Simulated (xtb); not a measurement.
C4H12Ge, singlet, geometry from GFN2-xTB, atoms displaced at random by about 0.05 Å a coordinate; GFN1-xTB (xtb 6.7.1).

Input for xtb:
```
$ xtb mol.xyz --gfn 1 --opt lax --json

# file mol.xyz
17

Ge     0.45358602     1.07879454     0.04123148
C     -0.30488222    -0.72355310    -0.12765818
C     -0.57054337    -1.36592104     1.21289426
C      0.53274357    -1.65426543    -0.85432151
C     -1.58746886    -0.67542933    -0.80816256
H      1.83317379     0.97733231     0.79169878
H      0.84885594     1.74641141    -1.17568429
H     -0.36765810     1.95719021     0.89434508
H     -0.91733971    -2.36940753     1.12980781
H      0.37527109    -1.39672466     1.74315563
H     -1.26195125    -0.64506097     1.87961239
H      1.56456312    -1.62521619    -0.43130772
H      0.74288160    -1.16918200    -1.84241634
H      0.17935545    -2.60863420    -1.07293761
H     -1.47480724    -0.22259375    -1.75920206
H     -2.31547237    -0.05275692    -0.27377594
H     -2.15137652    -1.62188941    -1.02821451
```

Predict the main parts of the log of this xtb run.


```
   ID    Z sym.   atoms
    1   32 Ge     1
    2    6 C      2-5
    3    1 H      6-17

           -------------------------------------------------
          |                Calculation Setup                |
           -------------------------------------------------

           -------------------------------------------------
          |                 G F N 1 - x T B                 |
           -------------------------------------------------

          ...................................................
          :                      SETUP                      :
          :.................................................:
          :  # basis functions                  50          :
          :  # atomic orbitals                  49          :
          :  # shells                           35          :
          :  # electrons                        32          :
          :  # halogen bonds                     0          :
          :  max. iterations                   250          :
          :  Hamiltonian                  GFN1-xTB          :
          :  restarted?                      false          :
          :  GBSA solvation                  false          :
          :  PC potential                    false          :
          :  electronic temp.          300.0000000     K    :
          :  accuracy                    1.0000000          :
          :  -> integral cutoff          0.2500000E+02      :
          :  -> integral neglect         0.1000000E-07      :
          :  -> SCF convergence          0.1000000E-05 Eh   :
          :  -> wf. convergence          0.2000000E-04 e    :
          :  Broyden damping             0.4000000          :
          :  net charge                          0          :
          :  unpaired electrons                  0          :
          ...................................................

 iter      E             dE          RMSdq      gap      omega  full diag
   1    -16.6303244 -0.166303E+02  0.715E+00    6.60       0.0  T
   2    -16.7346069 -0.104283E+00  0.433E+00    4.57       1.0  T
   3    -16.6361641  0.984429E-01  0.232E+00    7.18       1.0  T
   4    -16.7885498 -0.152386E+00  0.338E-01    5.57       1.0  T
   5    -16.7893982 -0.848401E-03  0.109E-01    5.51       1.0  T
   6    -16.7894127 -0.145325E-04  0.403E-02    5.52       1.0  T
   7    -16.7894138 -0.113915E-05  0.673E-03    5.52       3.6  T
   8    -16.7894143 -0.467352E-06  0.319E-03    5.51       7.6  T
   9    -16.7894146 -0.250231E-06  0.179E-03    5.51      13.5  T
  10    -16.7894147 -0.103951E-06  0.342E-04    5.51      70.8  T
  11    -16.7894147 -0.360094E-08  0.327E-05    5.51     741.9  T
  12    -16.7894147 -0.635936E-11  0.218E-06    5.51   11135.4  T

   *** convergence criteria satisfied after 12 iterations ***

         :::::::::::::::::::::::::::::::::::::::::::::::::::::
         ::                     SUMMARY                     ::
         :::::::::::::::::::::::::::::::::::::::::::::::::::::
         :: total energy             -16.561708127577 Eh    ::
         :: gradient norm              0.166422633319 Eh/a0 ::
         :: HOMO-LUMO gap              5.512742960798 eV    ::
         ::.................................................::
         :: SCC energy               -16.789414668551 Eh    ::
         :: -> electrostatic           0.019207856528 Eh    ::
         :: repulsion energy           0.234421083239 Eh    ::
         :: dispersion energy         -0.006714542265 Eh    ::
         :: halogen bond corr.         0.000000000000 Eh    ::
         :: add. restraining           0.000000000000 Eh    ::
         :: total charge              -0.000000000000 e     ::
         :::::::::::::::::::::::::::::::::::::::::::::::::::::

      -----------------------------------------------------------
     |                   =====================                   |
     |                        A N C O P T                        |
     |                   =====================                   |
     |               Approximate Normal Coordinate               |
     |                Rational Function Optimizer                |
      -----------------------------------------------------------
      -----------------------------------------------------------
     |                   =====================                   |
     |                        A N C O P T                        |
     |                   =====================                   |
     |               Approximate Normal Coordinate               |
     |                Rational Function Optimizer                |
      -----------------------------------------------------------

          ...................................................
          :                      SETUP                      :
          :.................................................:
          :   optimization level               lax          :
          :   max. optcycles                   200          :
          :   ANC micro-cycles                  20          :
          :   degrees of freedom                45          :
          :.................................................:
          :   RF solver                   davidson          :
          :   write xtbopt.log                true          :
          :   linear?                        false          :
          :   energy convergence         0.2000000E-04 Eh   :
          :   grad. convergence          0.2500000E-02 Eh/α :
          :   maxmium RF displ.          1.0000000          :
          :   Hlow (freq-cutoff)         0.1000000E-01      :
          :   Hmax (freq-cutoff)         5.0000000          :
          :   S6 in model hess.         20.0000000          :
          ...................................................

generating ANC from exact Hessian ...
Using Lindh-Hessian (1995)
 Shifting diagonal of input Hessian by    8.8868814275714966E-003
 Lowest  eigenvalues of input Hessian
[...]
 * total energy  :   -16.5617081 Eh     change       -0.1314504E-12 Eh
 * total energy  :   -16.5908065 Eh     change       -0.2909838E-01 Eh
 * total energy  :   -16.5946500 Eh     change       -0.3843529E-02 Eh
 * total energy  :   -16.5949031 Eh     change       -0.2530628E-03 Eh
 * total energy  :   -16.5949390 Eh     change       -0.3593840E-04 Eh
 * total energy  :   -16.5949518 Eh     change       -0.1276947E-04 Eh
   *** GEOMETRY OPTIMIZATION CONVERGED AFTER 6 ITERATIONS ***
         :: total energy             -16.594951809245 Eh    ::
[...]
         :: SCC energy               -16.799649979841 Eh    ::
         :: -> electrostatic           0.019120452178 Eh    ::
         :: repulsion energy           0.211348390839 Eh    ::
         :: dispersion energy         -0.006650220243 Eh    ::
         :: halogen bond corr.         0.000000000000 Eh    ::
         :: add. restraining           0.000000000000 Eh    ::
         :: total charge              -0.000000000000 e     ::
         :::::::::::::::::::::::::::::::::::::::::::::::::::::

           -------------------------------------------------
          |                Property Printout                |
           -------------------------------------------------

    * Orbital Energies and Occupations

         #    Occupation            Energy/Eh            Energy/eV
      -------------------------------------------------------------
         1        2.0000           -0.6719497             -18.2847
       ...           ...                  ...                  ...
         4        2.0000           -0.6372694             -17.3410
         5        2.0000           -0.5827022             -15.8561
         6        2.0000           -0.5506230             -14.9832
         7        2.0000           -0.5471270             -14.8881
         8        2.0000           -0.5470426             -14.8858
         9        2.0000           -0.5190310             -14.1236
        10        2.0000           -0.5188690             -14.1191
        11        2.0000           -0.5049541             -13.7405
        12        2.0000           -0.4830337             -13.1440
        13        2.0000           -0.4829153             -13.1408
        14        2.0000           -0.4757328             -12.9453
        15        2.0000           -0.4756728             -12.9437
        16        2.0000           -0.4321896             -11.7605 (HOMO)
        17                         -0.2297007              -6.2505 (LUMO)
        18                         -0.2295916              -6.2475
        19                         -0.2109073              -5.7391
        20                         -0.1681265              -4.5750
        21                         -0.1680236              -4.5722
        22                         -0.1265531              -3.4437
        23                         -0.0934032              -2.5416
        24                         -0.0933336              -2.5397
        25                         -0.0761300              -2.0716
        26                         -0.0757637              -2.0616
        27                         -0.0731248              -1.9898
       ...                                ...                  ...
        49                          0.5779201              15.7260
      -------------------------------------------------------------
                  HL-Gap            0.2024890 Eh            5.5100 eV
             Fermi-level           -0.3309451 Eh           -9.0055 eV

  Mulliken/CM5 charges         n(s)   n(p)   n(d)
     1Ge    0.08623 -0.13146   1.442  2.196  0.275
     2C    -0.04415 -0.06536   1.106  2.938  0.000
     3C    -0.07687 -0.22148   1.020  3.057  0.000
     4C    -0.07701 -0.22170   1.020  3.057  0.000
     5C    -0.07716 -0.22186   1.020  3.058  0.000
     6H    -0.04207  0.02404   1.042  0.000  0.000
     7H    -0.04212  0.02404   1.042  0.000  0.000
     8H    -0.04187  0.02424   1.042  0.000  0.000
     9H     0.03304  0.08564   0.967  0.000  0.000
    10H     0.03593  0.08869   0.964  0.000  0.000
    11H     0.03592  0.08868   0.964  0.000  0.000
    12H     0.03599  0.08877   0.964  0.000  0.000
    13H     0.03603  0.08881   0.964  0.000  0.000
    14H     0.03306  0.08572   0.967  0.000  0.000
    15H     0.03597  0.08873   0.964  0.000  0.000
    16H     0.03596  0.08873   0.964  0.000  0.000
    17H     0.03311  0.08576   0.967  0.000  0.000

Wiberg/Mayer (AO) data.
largest (>0.10) Wiberg bond orders for each atom

 ---------------------------------------------------------------------------
     #   Z sym  total        # sym  WBO       # sym  WBO       # sym  WBO
 ---------------------------------------------------------------------------
     1  32 Ge   3.912 --     7 H    0.917     6 H    0.917     8 H    0.917
                             2 C    0.869
     2   6 C    3.980 --     3 C    1.011     4 C    1.011     5 C    1.011
                             1 Ge   0.869
     3   6 C    3.998 --     2 C    1.011     9 H    0.982    11 H    0.965
                            10 H    0.965
     4   6 C    3.998 --     2 C    1.011    14 H    0.982    13 H    0.965
                            12 H    0.965
     5   6 C    3.998 --     2 C    1.011    17 H    0.982    16 H    0.965
                            15 H    0.965
     6   1 H    0.995 --     1 Ge   0.917
     7   1 H    0.995 --     1 Ge   0.917
     8   1 H    0.995 --     1 Ge   0.917
     9   1 H    1.003 --     3 C    0.982
    10   1 H    1.003 --     3 C    0.965
    11   1 H    1.003 --     3 C    0.965
    12   1 H    1.003 --     4 C    0.965
    13   1 H    1.003 --     4 C    0.965
    14   1 H    1.003 --     4 C    0.982
    15   1 H    1.003 --     5 C    0.965
    16   1 H    1.003 --     5 C    0.965
    17   1 H    1.003 --     5 C    0.982
 ---------------------------------------------------------------------------

Topologies differ in total number of bonds
Writing topology from bond orders to xtbtopo.mol

 dipole moment from electron density (au)
     X       Y       Z
  -0.2483  -0.5479  -0.0619  total (Debye):    1.537

optimized geometry written to: xtbopt.xyz

           -------------------------------------------------
          | TOTAL ENERGY              -16.594951809245 Eh   |
          | GRADIENT NORM               0.001360138293 Eh/α |
          | HOMO-LUMO GAP               5.510005022802 eV   |
           -------------------------------------------------

normal termination of xtb
```
